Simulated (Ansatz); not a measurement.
One change: `[OH][Zr]([OH])([Cl])[c]1ccccc1` becomes `O=Nc1ccccc1`.

Ansatz, PBE0-D4/def2-TZVP geometries, multiplicity 1. Each molecule was computed in one conformer, which needn't be the lowest.

Elements past krypton have def2 core potentials.

```csv
property,`[OH][Zr]([OH])([Cl])[c]1ccccc1`
HOMO energy (PBE/def2-TZVPP) / eV,-6.16
LUMO energy (ωB97M-V/def2-TZVPP) / eV,0.56
HOMO energy (B3LYP/def2-TZVPP) / eV,-7.00
HOMO–LUMO gap (B3LYP/def2-TZVPP) / eV,5.41
size of the dipole moment (PBE/def2-TZVPP) / D,3.20
HOMO–LUMO gap (ωB97M-V/def2-TZVPP) / eV,9.83
```

(1) Give the same properties after the change, and the shifts. (Best estimate.)

Results:

(1) The calculation gave: 
| property | `O=Nc1ccccc1` | shift |
| --- | --- | --- |
| HOMO energy (PBE/def2-TZVPP) / eV | -4.75 | 1.41 |
| LUMO energy (ωB97M-V/def2-TZVPP) / eV | -0.58 | -1.14 |
| HOMO energy (B3LYP/def2-TZVPP) / eV | -6.24 | 0.76 |
| HOMO–LUMO gap (B3LYP/def2-TZVPP) / eV | 3.27 | -2.14 |
| size of the dipole moment (PBE/def2-TZVPP) / D | 3.76 | 0.56 |
| HOMO–LUMO gap (ωB97M-V/def2-TZVPP) / eV | 8.49 | -1.34 |

With PBE0 the HOMO rises by 0.74 eV and the LUMO falls by 1.34 eV, so the gap narrows by about 2.08 eV. PBE moves the HOMO by 1.41 eV and ωB97M-V by 0.19 eV. Dipoles are sizes alone; their direction can turn.

B3LYP here is the variant with VWN-RPA as its local correlation; programs differ in this.
